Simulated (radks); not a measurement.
Results of a calculation; reference values are marked as such.
Question: These are the eigenvalues of the occupied orbitals of an atom or ion with whole-number occupations (eV). Code: a radial shooting solver on a logarithmic mesh with Libxc functionals. Model: scalar-relativistic Kohn-Sham, exchange-only r2SCAN, spin-unpolarised, spherical densities, finite nucleus; meta-GGA in the generalised Kohn-Sham scheme; Fermi nuclear charge, rms radius of each element as measured or else 0.836 A^(1/3) + 0.57 fm.

orbital  eigenvalue
1s        -3562.777
2s        -382.3374
2p        -306.4753
3s         -56.9692
3p         -38.7851

Which element is it, and in what charge state? The configuration may be excited.

Answer: Z = 19, potassium, charge +2: K2+ in [Ne] 3s2 3p5. The list shows which subshells hold electrons but not how many an open one holds; the 1s level, -130.93 hartree, gives Z - s = 16.2 by -(Z - s)^2/2, which with screening and relativity narrows Z to a few neighbours, and the depths of the outer levels then fix element, charge and occupations together.
